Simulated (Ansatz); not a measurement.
Reaction (redistribution): `C#[C][Sn]([F])([F])[F]` + `CO[SiH](C)Cl` → `[CH3][Sn]([F])([F])[F]` + `C#C[SiH](Cl)OC`

Isolated molecules relaxed with PBE0-D4/def2-TZVP in Ansatz; ΔE leaves out vibrations. CCSD(T)/CBS adds triple-zeta CCSD(T) − MP2 to the extrapolated MP2 energy (def2 sets, frozen cores). DFT in def2-TZVPP. Elements past krypton have def2 core potentials. For Sn outer-core shells are correlated without core-valence functions, which leaves a few kJ/mol of doubt a bond. Each species was taken in one conformer, which may not be the lowest.

| level | ΔE (eV) |
| --- | --- |
| LDA (SPW92) | -0.43 |
| revPBE-D4 | -0.42 |
| r2SCAN | -0.41 |
| CAM-B3LYP | -0.39 |
| RPA@PBE/def2-TZVPP | -0.31 |
| MP2/def2-TZVPP | -0.37 |
| SCS-MP2/def2-TZVPP | -0.35 |
| SCS-MP2/def2-QZVPP | -0.37 |

**Question.** What does CCSD(T)/CBS give? (An estimate is asked.)

**Answer.** The calculation gave: -0.37 eV. The listed levels differ from it by -0.06, -0.05, -0.04, -0.02, 0.06, 0.00, 0.02, 0.00 eV.

Largest T1 diagnostic among the species: 0.015.

From PBE to PBE0 (25 % exact exchange), in def2-TZVPP and without D4, ΔE moves by +0.04 eV. Leaving LDA and LC-ωPBE aside and taking each functional with its dispersion term where it has one, the values, not all of them listed here, spread over 0.12 eV, from BLYP-D4 to ωB97X-V.
